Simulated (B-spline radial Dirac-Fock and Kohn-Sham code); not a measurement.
Z = 29 (copper), transition energy 2000 keV. The computed values come from an atomic code on a B-spline grid: a Dirac-Hartree-Slater potential of the neutral atom with a Latter tail (no hole, which puts coefficients of high multipoles low close above an edge), finite nucleus with surface currents. Subshells that would emit electrons below 1 keV are left out, and so is internal pair formation.

Question: A pure transition shows α(K) = 9.54e-05, L1/L2 = 140 and L1/L3 = 252. What is its multipolarity?
A. M1
B. M2
C. E1
D. M4
E. E4
F. M3
G. E3
H. E2

Answer: B. For comparison, α(K), L1/L2, L1/L3 are E1 3.25e-05, 334, 108; E2 5.69e-05, 181, 129; E3 9.27e-05, 104, 136; E4 0.000146, 66.3, 130; M1 5.44e-05, 219, 187; M3 0.000155, 98.1, 254; M4 0.000244, 73.0, 195.

Run: 4.6 s of CPU time on 1 thread of Neoverse-V2 (shared host), peak memory 0.85 GiB.
